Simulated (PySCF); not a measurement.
Computed shifts of a molecule CH4Cl2GeO, PBE/pcSseg-1 (PySCF), GIAO, gas phase, atoms alike by connectivity averaged where their shifts nearly agree, in ppm (number of nuclei): ¹³C: 14.0 (1). ¹H: 2.77 (1), 1.46 (3). References: ¹³C against TMS (σ = 182.0 ppm); ⁷³Ge against GeH4 (σ = 1614.4 ppm); ¹⁷O against H2O (σ = 334.3 ppm); ³⁵Cl against HCl (σ = 936.5 ppm); ¹H against TMS (σ = 31.49 ppm), references at their B3LYP-D3(BJ)/def2-TZVP geometries, non-relativistic (without spin–orbit terms, shifts of atoms bonded to Cl or Br come out too high). The structure is a stationary point at B3LYP-D3(BJ)/def2-SVP. Other conformers were not sampled.

Pick the molecule that these values belong to.
A) [CH3][Ge]([OH])([Cl])[Cl]
B) O[CH2][GeH]([Cl])[Cl]
C) C[O][GeH]([Cl])[Cl]

A, [CH3][Ge]([OH])([Cl])[Cl]
